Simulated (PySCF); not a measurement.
## Er²⁺: excitation energy

Er²⁺ [Xe] 4f12 (high-spin determinant) → Er²⁺ [Xe] 4f11 5d1 (high-spin determinant), as a difference of total energies. Computed with PySCF 2.14 in cc-pVDZ-X2C (8s7p5d3f1g, 84 functions), with the spin-free X2C one-electron Hamiltonian (Gaussian nucleus). Correlated levels: valence: [Kr] 4d10 frozen. The calculations carry no spin-orbit coupling.

```
           method  excitation energy (eV)
              UHF                  -0.996
    MP2 (valence)                   2.944
SCS-MP2 (valence)                   2.535
   CCSD (valence)                   1.591
CCSD(T) (valence)                   1.736
```

Problem. How much does correlation contribute at CCSD(T) (valence)?

Solution. 1.736 − (-0.996) = 2.732 eV, measured against UHF.

A first-order spin-orbit estimate (lowest level to lowest level, LS coupling) adds -0.037 eV.

The determinant of the lower state and of the upper state mixes LS terms, which raises its energy above the lowest term, most at the Hartree-Fock and MP2 levels.
